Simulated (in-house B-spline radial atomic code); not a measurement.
A fraction x of an electron is moved 5p → 5f in In, starting from [Kr] 4d10 5s2 5p1 and keeping the highest spin. Level of theory: scalar-relativistic (X2C) B3LYP, spin-polarised, spherical fractional occupations, Fermi nucleus of rms radius 4.6156 fm; calculated with an all-electron radial atomic-structure program (B-spline basis).

Caution: exact exchange at fractional occupations of open shells leaves self-interaction of up to several eV.

```
    x  E(x) - E(0) (eV)  5p up level (eV)  5f up level (eV)
    0            0.0000            -2.645                 -
  0.5            1.8154            -4.839            -0.198
0.625                 ?                 ?                 ?
 0.75            3.0997            -5.907            -0.269
0.875                 ?                 ?                 ?
    1            4.6221                 -            -0.331
```

What belongs in the row x = 0.625?

An energy change of 2.4274 eV; 5p up at -5.363 eV, 5f up at -0.231 eV.

What belongs in the row x = 0.875?

An energy change of 3.8324 eV; 5p up at -6.401 eV, 5f up at -0.300 eV.
